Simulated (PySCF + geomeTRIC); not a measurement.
Species: [W(=O)2(Cl)2] (charge 0, multiplicity 1).

Problem. Give a relaxed geometry from TPSS-D3(BJ)/def2-SVP (PySCF + geomeTRIC).

Solution. the end point of this relaxation.
Z-matrix (Å, degrees):
```
W
O 1 1.7148
O 1 1.7149 2 105.92
Cl 1 2.2840 2 108.75 3 -116.73
Cl 1 2.2842 2 108.76 3 116.85
```
